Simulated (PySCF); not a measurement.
Unknown compound

An unknown has the formula C₄H₁₂O₂Si₃. Its calculated NMR data are:

¹H NMR (400 MHz, computed): δ 9.54 (s, 1H), 4.33 (s, 2H), 4.26 (s, 6H), 2.76 (s, 3H).

¹³C{¹H} NMR (computed): δ 252.5 (C), 210.3 (CH), 37.9 (CH3), 31.9 (C).

- structure optimised with GFN2-xTB
- σ from GIAO-PBE0/pcSseg-1
- run in PySCF
- one computed conformer, non-relativistic Hamiltonian, no solvent model, fast rotation and ring inversion assumed for equivalent nuclei

δ = σ(ref) − σ, references computed at the same level: ¹H (σ = 31.72 ppm) and ¹³C (σ = 186.93 ppm) vs TMS.

Problem. Deduce the structure.

Solution. 
1. Rings plus π bonds: 2 (no ring in the answer).
2. 4 carbon signals for 4 carbons: no two carbons are equivalent.
3. Carbon types of the structure: 2 × C, 1 × CH, 1 × CH3, leaving 8 H on heteroatoms.
4. δC 252.5: carbonyl carbon.
5. δC 210.3: aldehyde carbonyl carbon; the double bond to the heteroatom, with no lone-pair donor beside it, deshields it most.
6. δC 37.9: methyl carbon α to a carbonyl; the adjacent C=O deshields it moderately.
7. δC 31.9: fully substituted sp3 carbon bonded to 3 Si, α to a carbonyl; the adjacent C=O deshields it moderately.
8. δH 9.54: hydrogen on an aldehyde carbonyl carbon; the C=O anisotropy and electron withdrawal place aldehyde protons far downfield.
9. δH 4.26: hydrogen on a silicon bonded to C.
10. δH 2.76: hydrogen on a methyl carbon α to a carbonyl; α to C=O.

The compound is `C(C([SiH2]C(C)=O)([SiH3])[SiH3])=O`.

The data come from this structure; uniqueness wasn't tested.

Shifts are as computed. Against solution values, carbons near 30 ppm lie about +3 ppm off and those near 130 ppm about +5 ppm. Of 1211 compounds with measured shifts, 218 miss one by over three times the rms of a fit or turn the order of signals round; such compounds aren't used in these exercises. Multiplicities follow the n + 1 count of equivalent neighbours, as no J values were calculated; m marks all less simple cases, F and P coupling included.
